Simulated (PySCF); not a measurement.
## Spin–spin coupling constants

Molfile (atoms numbered from 1):
```
CH5AsBN
     RDKit          3D

  9  8  0  0  0  0  0  0  0  0999 V2000
    1.9889    1.9345    0.5263 N   0  0  0  0  0  0  0  0  0  0  0  0
    1.5243    0.9652    0.0878 C   0  0  0  0  0  0  0  0  0  0  0  0
    0.8513   -0.3278   -0.4789 B   0  0  0  0  0  0  0  0  0  0  0  0
   -1.0929   -0.2303    0.2106 As  0  0  0  0  0  4  0  0  0  0  0  0
    0.7156   -0.3470   -1.6874 H   0  0  0  0  0  0  0  0  0  0  0  0
    1.2612   -1.3683   -0.0008 H   0  0  0  0  0  0  0  0  0  0  0  0
   -1.3080   -0.2020    1.7004 H   0  0  0  0  0  0  0  0  0  0  0  0
   -2.0011   -1.3652   -0.1818 H   0  0  0  0  0  0  0  0  0  0  0  0
   -1.9272    0.9519   -0.2055 H   0  0  0  0  0  0  0  0  0  0  0  0
  1  2  3  0
  2  3  1  0
  3  4  1  0
  3  5  1  0
  3  6  1  0
  4  7  1  0
  4  8  1  0
  4  9  1  0
M  CHG  2   3  -1   4   1
M  END
```

Method: B3LYP/pcJ-1 (pcSseg-1 on As)//PBE0-D3(BJ)/def2-SVP, PySCF 2.14.0 with density-fitted response routines; isolated molecule, single conformer, non-relativistic. Couplings are averaged over pairs made equivalent by symmetry, fast rotation or ring inversion, so a value needn't be that of the named pair in this geometry, while other rotamers aren't included; one pair stands for each set, and the list holds those of at least 0.8 Hz over up to four bonds.

Isotopes: $^{11}$B, $^{1}$H, $^{13}$C, $^{15}$N.

```json
{"pair": "N1, C2", "bonds": "1", "J (Hz)": "-17.0"}
{"pair": "C2, B3", "bonds": "1", "J (Hz)": "?"}
{"pair": "B3, H5", "bonds": "1", "J (Hz)": "129.1"}
{"pair": "C2, H5", "bonds": "2", "J (Hz)": "-6.7"}
{"pair": "H5, H6", "bonds": "2", "J (Hz)": "-14.8"}
{"pair": "H7, H8", "bonds": "2", "J (Hz)": "-2.3"}
{"pair": "N1, H5", "bonds": "3", "J (Hz)": "-1.5"}
{"pair": "C2, H7", "bonds": "3", "J (Hz)": "?"}
{"pair": "H5, H7", "bonds": "3", "J (Hz)": "?"}
```

Estimate the withheld couplings, with signs.

Answers


- $^{1}J$(C2,B3) = 82.8 Hz (bond length 1.564 Å)
- $^{3}J$(C2,H7) = 3.8 Hz (mean over equivalent pairs that range from -0.3 to 12.1 Hz in this conformer)
- $^{3}J$(H5,H7) = 7.0 Hz (mean over equivalent pairs that range from -1.1 to 22.2 Hz in this conformer)

Relativistic effects of the heavier atoms present are left out.
